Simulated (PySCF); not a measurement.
C7H9O: g tensor and hyperfine couplings

Species: C₇H₉O (doublet state).
Numbering: `[CH2:1][CH2:2][C:3]1=[CH:4][CH2:5][CH2:6][C:7]1=[O:8]` (hydrogens: H9, H10 on C1; H11, H12 on C2; H13 on C4; H14, H15 on C5; H16, H17 on C6)

Cartesian coordinates in Å at the GFN2-xTB level; atoms count from 1:
```
atom  x, y, z in Å
C1     2.4702    0.5524   -0.0074
C2     1.7863   -0.7056   -0.3619
C3     0.3333   -0.4097   -0.1027
C4    -0.3976   -0.6911    0.9842
C5    -1.7879   -0.1489    0.9094
C6    -1.8481    0.5449   -0.4537
C7    -0.4630    0.3787   -1.0597
O8    -0.1022    0.8074   -2.1291
H9     2.5296    1.3447   -0.7280
H10    2.6654    0.7804    1.0235
H11    2.1129   -1.5401    0.2610
H12    1.9195   -0.9437   -1.4182
H13   -0.0603   -1.2496    1.8415
H14   -2.5209   -0.9546    0.9949
H15   -1.9754    0.5448    1.7329
H16   -2.0834    1.6064   -0.3773
H17   -2.5854    0.0958   -1.1193
```

The hyperfine couplings belong to this conformer and change with its torsions.

Computed, not measured: UKS B3LYP, pcH-1 on C H O, non-relativistic, mean-field spin-orbit, GIAO in PySCF. The structure is a single GFN2-xTB conformer in the gas phase; no vibrational or solvent corrections. A GFN2-xTB geometry isn't a minimum of the functional, and hyperfine couplings can be far from their values at a DFT geometry. Stability of the SCF solution: not tested.

```
g1, g2, g3                      : 2.00216, 2.00264, 2.00279
g_iso                           : 2.00253
Form of g                       : rhombic: the two nearest values differ by 24 % of g3 − g1
⟨S²⟩                            : 0.7549 (exact 0.7500)
HOMO–LUMO gap, α and β orbitals : 4.14, 4.98 eV
Total energy                    : -347.33722 Eh
Basis functions                 : 290
```

Hyperfine couplings atom by atom, in mT; T1 to T3 are the principal values of the dipolar part; ρ(0) is the spin density at the nucleus (MHz turned into mT with g_iso):

```tsv
atom	isotope	a_iso	T1	T2	T3	Mulliken spin population	ρ(0) (bohr⁻³)
C1	13C	3.50	-2.87	-2.84	5.71	1.06	0.0872
C2	13C	-0.93	-0.10	0.03	0.07	-0.08	-0.0232
C3	13C	2.83	-0.35	-0.12	0.47	0.00	0.0706
C4	13C	0.25	-0.26	-0.22	0.48	0.08	0.0061
C5	13C	-0.02	-0.02	0.00	0.02	-0.01	-0.0004
C6	13C	0.10	-0.02	-0.01	0.02	0.00	0.0026
C7	13C	-0.02	-0.03	-0.01	0.04	0.00	-0.0004
O8	17O	0.01	-0.07	-0.04	0.11	-0.01	-0.0004
H9	1H	-2.19	-1.38	-0.01	1.39	-0.04	-0.0137
H10	1H	-2.09	-1.37	-0.02	1.39	-0.04	-0.0131
H11	1H	1.23	-0.18	-0.15	0.33	0.01	0.0077
H12	1H	0.96	-0.18	-0.16	0.34	0.01	0.0060
H13	1H	-0.18	-0.10	-0.02	0.13	0.00	-0.0011
H14	1H	0.25	-0.04	-0.03	0.07	0.00	0.0016
H15	1H	0.43	-0.03	-0.03	0.06	0.01	0.0027
H16	1H	-0.01	-0.03	-0.02	0.06	0.00	-0.0001
H17	1H	-0.01	-0.02	-0.02	0.04	0.00	-0.0001
```

The largest Mulliken spin populations are on C1 (+1.06), C4 (+0.08) and C2 (-0.08). No atom but C1 exceeds +0.15. The positive populations add up to 1.18 and the negative ones to -0.18, together 2S = 1. The angles at C1 add up to 357.9°, so it is nearly planar; its axial dipolar tensor and the negative couplings of its protons fit spin in a p orbital normal to that plane.

Axes: g2 points within 9° of the C1–H9 bond.

Under fast tumbling the dipolar parts average out, and these isotropic splittings remain: 2 × 1H (H9/H10, I = 1/2, 3 lines) with 2.14 mT, 2 × 1H (H11/H12, I = 1/2, 3 lines) with 1.10 mT, 2 × 1H (H14/H15, I = 1/2, 3 lines) with 0.34 mT and 1 × 1H (H13, I = 1/2, 2 lines) with 0.18 mT.

Class means assume fast exchange of nuclei equivalent by connectivity; if that motion is slow, each nucleus keeps its own coupling. The 1H value of +30.7 MHz is a mean of couplings from 26.9 to 34.5 MHz in this one geometry, not an average over conformers.

The 13C coupling of C1 (98.0 MHz) shows only in satellite lines or after enrichment, since that isotope makes up about 1.07 % of natural carbon.

The spin density at the nucleus, in bohr⁻³, is negative for C2 (-0.0232), H9/H10 (-0.0134) and H13 (-0.0011), for instance. A restricted open-shell determinant has no negative spin density anywhere; here it arises because α and β orbitals differ (spin polarisation).
